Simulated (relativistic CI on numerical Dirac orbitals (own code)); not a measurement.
## Magnetism of Rh⁵⁺, 4d4, in a crystal field

Calculated by Dirac-Coulomb-Breit CI, separate exchange-only KLI orbitals for each configuration, model QED (radiative potential, 1s self-energy scaled to tabulated hydrogen-like ionisation energies), valence Slater integrals scaled by 0.9, one configuration in a parametric crystal field (own radial code). With so little scaling, terms lie 10 to 35 % too far apart, which can change the order of excited levels.

Field parameters in Wybourne normalisation: D3d B²₀ = −7Dσ, B⁴₀ = −14Dq − 21Dτ, B⁴₃ = −14√(10/7) Dq; D4h B²₀ = −7Ds, B⁴₀ = 21(Dq − Dt), B⁴₄ = 21√(5/14) Dq; Oh B⁴₀ = 21Dq, B⁴₄ = √(5/14) B⁴₀; Td as Oh with Dq negative (B⁴₀ = 21Dq, B⁴₄ = √(5/14) B⁴₀). The field is a parameter set, without covalency.

S is read from ⟨S²⟩ = S(S + 1).

Powder χT (cm³ K mol⁻¹) by Van Vleck's formula, with temperature-independent terms:

```
                                      Field      2 K      5 K     10 K    20 K    50 K   100 K  200 K  300 K
D3d, 10Dq = 34200, Dσ = 1160, Dτ = -90 cm⁻¹  0.00607   0.0152   0.0304  0.0607   0.152   0.304  0.602   0.86
 D3d, 10Dq = 41150, Dσ = -200, Dτ = 80 cm⁻¹  0.00498   0.0124   0.0249  0.0498   0.124   0.249  0.498   0.74
D4h, 10Dq = 36600, Ds = 270, Dt = -750 cm⁻¹  0.00609   0.0152   0.0304  0.0609   0.152   0.304  0.599  0.847
                      Oh, 10Dq = 27500 cm⁻¹  0.00455   0.0114   0.0227  0.0455   0.114   0.227  0.455  0.679
                      Oh, 10Dq = 34650 cm⁻¹  0.00476   0.0119   0.0238  0.0476   0.119   0.238  0.476   0.71
                     Td, 10Dq = -17650 cm⁻¹  0.00077  0.00192  0.00385  0.0077  0.0192  0.0385  0.077  0.115
```

(1) For D4h, 10Dq = 36600, Ds = 270, Dt = -750 cm⁻¹: what effective moment follows at 300 K?

Answers

(1) μ_eff = √(8χT) = 2.60 μB. The ground level has S = 1.00; the spin-only moment for S = 1 is 2.83 μB. The difference comes from the orbital moment, spin-orbit mixing of terms and temperature-independent paramagnetism, all larger in this ionic model than in covalent complexes. The ground level is a non-magnetic singlet, so χT starts at zero and rises through temperature-independent paramagnetism and the filling of excited levels.
